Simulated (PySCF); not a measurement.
# Radial density of Zr²⁺ (zirconium, charge +2)

TPSSh, [Kr] 4d1 5p1, one real determinant (an excited configuration). Calculation: PySCF 2.14, in aug-cc-pVDZ-PP with ECP28MDF; a scalar-relativistic core potential. This is the valence pseudo-density: the core potential removes the inner electrons and smooths the orbitals near the nucleus.

| r (bohr) | 4πr²ρ (e/bohr) | 4πr²(ρα − ρβ) |
| --- | --- | --- |
| 0.0620 | 2.708e-05 | 0.0000 |
| 0.104 | 0.0001167 | 0.0000 |
| 0.175 | 0.0009069 | 0.0001 |
| 0.295 | 0.01499 | 0.0014 |
| 0.496 | 0.4494 | 0.0270 |
| 0.834 | 5.478 | 0.2749 |
| 1.40 | 7.132 | 0.6107 |
| 2.36 | 1.223 | 0.5198 |
| 3.97 | 0.3483 | 0.3440 |
| 6.68 | 0.02059 | 0.0206 |
| 11.2 | 3.841e-05 | 0.0000 |

⟨L²⟩ = 8.03 against 12 for a pure F term, so this real determinant mixes terms. Energies and moments cover only the electrons outside the core potential.
